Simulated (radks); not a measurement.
Values are calculated unless marked as measured or tabulated.
Mean orbital radii <r> (bohr) of the niobium ion Nb+, [Kr] 4d4, at several levels of relativity; Dirac values are averaged over j with weights 2j + 1. Spin-unpolarised spherical Kohn-Sham, PBE, point nucleus unless stated (finite: rms radius 4.324 fm), a radial shooting solver on a logarithmic mesh with Libxc functionals. A level marked "c x" has the speed of light scaled by that factor and shares open shells by 2j + 1; other Dirac levels either fill j = l - 1/2 first or share by 2j + 1.

| shell | non-rel. | scalar-rel. | scalar-rel., finite nucleus | Dirac, 2j+1 shares | change of magnitude, last against first (%) |
|---|---|---|---|---|---|
| 1s | 0.03720 | 0.03609 | 0.03609 | 0.03609 | -2.98 |
| 2s | 0.1629 | 0.1580 | 0.1580 | 0.1577 | -3.19 |
| 2p | 0.1398 | 0.1377 | 0.1377 | 0.1376 | -1.56 |
| 3s | 0.4549 | 0.4432 | 0.4432 | 0.4430 | -2.62 |
| 3p | 0.4509 | 0.4458 | 0.4458 | 0.4456 | -1.17 |
| 3d | 0.4321 | 0.4330 | 0.4330 | 0.4331 | +0.23 |
| 4s | 1.189 | 1.160 | 1.160 | 1.160 | -2.37 |
| 4p | 1.315 | 1.304 | 1.304 | 1.304 | -0.84 |
| 4d | 2.033 | 2.060 | 2.060 | 2.061 | +1.36 |
| 5s (empty) | 3.491 | 3.398 | 3.398 | 3.398 | -2.65 |
| 5p (empty) | 4.385 | 4.339 | 4.339 | 4.338 | -1.07 |
